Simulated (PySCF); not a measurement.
C2H6B, SMILES C[B]C (connectivity only; charge and spin as stated), charge +1, multiplicity 1. Atoms are numbered in the order given.

```xyz
9

C      0.0000     0.0000     1.4795
B      0.0000     0.0000     0.0000
C      0.0000     0.0000    -1.4795
H     -0.8929    -0.5155     1.8583
H      0.8929    -0.5155     1.8583
H      0.0000     1.0311     1.8583
H     -0.8929     0.5155    -1.8583
H      0.0000    -1.0311    -1.8583
H      0.8929     0.5155    -1.8583
```
Charge +1, spin multiplicity 1.

The structure is a stationary point at ωB97X-D3(BJ)/def2-TZVP. The spin state was assumed, not searched. The isomer is the one that the SMILES or the coordinates give; other isomers of the formula were not compared.

These are PBE/def2-TZVPD run with PySCF values and carry that method's errors.

ESP charges are fitted to the potential on shells at 1.4 to 2.0 van der Waals radii. Atomic charges (e):

| atom | IAO | ESP fit |
|---|---|---|
| C1 | -0.63 | -0.74 |
| B2 | 0.70 | 0.74 |
| C3 | -0.63 | -0.74 |
| H4 | 0.26 | 0.29 |
| H5 | 0.26 | 0.29 |
| H6 | 0.26 | 0.29 |
| H7 | 0.26 | 0.29 |
| H8 | 0.26 | 0.29 |
| H9 | 0.26 | 0.29 |
